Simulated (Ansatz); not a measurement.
Reaction (hydrogenolysis of a C–Ge bond): `C[CH2][Ge][Cl]` + H₂ → `CC` + `[Cl][GeH]`

Gas-phase electronic energies from Ansatz, PBE0-D4/def2-TZVP geometries. CBS: MP2 limit from def2 TZ/QZ plus the TZ coupled-cluster correction, frozen cores. This one scheme is used for every species. DFT in def2-TZVPP. For Ge outer-core shells are correlated without core-valence functions, which leaves a few kJ/mol of doubt a bond. Scalar relativity is left out up to krypton. Each species was taken in one conformer, which may not be the lowest.

(1) Is it downhill or uphill in electronic energy at CCSD(T)/CBS, and by how much? (An estimate is asked.)

(2) What do these levels give: r2SCAN0-D4, PBE0, r2SCAN0, LC-ωPBE, MP2/def2-SVP, SCS-MP2/def2-TZVPP? (Estimate.)

Largest T1 diagnostic among the species: 0.013.

## Answers

(1) The calculation gave: Downhill: ΔE = -4.6 kcal/mol.

(2) Computed: r2SCAN0-D4 -6.4, PBE0 -8.0, r2SCAN0 -7.1, LC-ωPBE -8.2, MP2/def2-SVP -6.8, SCS-MP2/def2-TZVPP -5.8 kcal/mol.

The D4 term adds +3.2 kcal/mol with B3LYP and +1.8 kcal/mol with PBE0; it sums over pairs of atoms, weighted by their polarisabilities, and B3LYP, whose exchange is more repulsive, gets the larger term. In def2-TZVPP, CCSD(T) changes the Hartree–Fock value by +8.4 kcal/mol (the triples alone add +1.6 kcal/mol) and MP2 by +10.8 kcal/mol.

B3LYP here is the variant with VWN-RPA as its local correlation; programs differ in this.
